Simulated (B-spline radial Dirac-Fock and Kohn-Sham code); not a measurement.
## Kr⁺: L2-M45M45 lines in intermediate coupling

System: the Kr⁺ ion, configuration [Ar] 3d10 4s1 4p6 (not the ground configuration).

These are calculated numbers from a radial atomic solver; the model is relaxed Dirac-Fock hole states (ΔSCF) with Breit and QED corrections and a finite nucleus. The two-hole levels come from diagonalising the Coulomb interaction among the jj configurations; intensities are independent-particle Coulomb rates. Kinetic energies are from the vacuum level. Electron correlation is not included. Open outer shells are spectators and are not coupled to the holes.

```
kinetic energy (eV)  J  leading jj holes (weight)  leading LS term (weight)  intensity (%)
             1491.1  0                M4M4 (0.53)                ¹S0 (0.98)            1.9
             1500.2  4                M4M5 (0.86)                ¹G4 (0.99)           64.6
             1501.3  0                M5M5 (0.53)                ³P0 (0.98)            0.3
             1501.3  2                M4M5 (0.62)                ³P2 (0.59)            7.2
             1501.4  1                M4M5 (1.00)                ³P1 (1.00)            1.0
             1502.8  2                M5M5 (0.76)                ¹D2 (0.53)            8.4
             1505.4  2                M4M4 (0.43)                ³F2 (0.92)            3.5
             1506.0  3                M4M5 (1.00)                ³F3 (1.00)            8.5
             1507.1  4                M5M5 (0.86)                ³F4 (0.99)            4.7
```

The strongest line, by its leading LS label ¹G4, lies at 1500.2 eV. The mean weight of the leading component is 0.73 in jj and 0.89 in LS coupling, so LS labels describe these levels better.
